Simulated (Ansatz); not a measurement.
Molecule: H5S, net charge -1, singlet state. Whether it binds its extra electron was not tested at this geometry. 
Structure (B3LYP-D3(BJ)/def2-TZVP (Ansatz, an electronic-structure program) minimum search):
```
S
H 1 1.3173
H 1 1.6467 2 85.02
H 1 1.6467 2 85.02 3 90.00
H 1 1.6467 2 85.02 3 -90.00
H 1 1.6467 2 85.02 3 -180.00
```
Charge -1, spin multiplicity 1.

Basis-set convergence of Hartree-Fock and CCSD correlation energies (hartree) with Ansatz. Valence correlation only, unless marked. No spin-orbit coupling. Non-relativistic. This anion needs diffuse functions, which these sets lack.

| basis | functions | E(HF) | E(corr, CCSD) |
|---|---|---|---|
| cc-pV(D+d)Z | 48 | -400.15649 | -0.26518 |
| cc-pV(T+d)Z | 109 | -400.18444 | -0.32564 |
| cc-pV(Q+d)Z | 214 | ___ | ___ |

Task: What belongs in the gaps?

Result: 
- cc-pV(Q+d)Z, E(HF): -400.19262
- cc-pV(Q+d)Z, E(corr, CCSD): -0.34385
